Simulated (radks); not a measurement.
Problem. The mean radii <r> (bohr) of the occupied orbitals of an atom or ion are listed with their occupations. Method: non-relativistic Kohn-Sham, LDA (Slater exchange, VWN5 correlation), spin-polarised, spherical densities, point nucleus; computed with a radial shooting solver on a logarithmic mesh with Libxc functionals.

orbital  occ.      <r>
1s          2  0.03548
2s          2   0.1548
2p          6   0.1326
3s          2   0.4276
3p          6   0.4213
3d         10   0.3970
4s          2    1.034
4p          6    1.096

Name the element and its charge. Open shells, if any, are filled with parallel spins first.

Solution. Z = 43, technetium, charge +7: Tc7+ in [Kr]. The 1s radius gives Z: for a bare nucleus <r> = 1.5/Z, 0.03488 bohr for Z = 43, and screening makes it slightly larger (0.03548 here). The occupations add up to 36, and the charge is Z minus that.
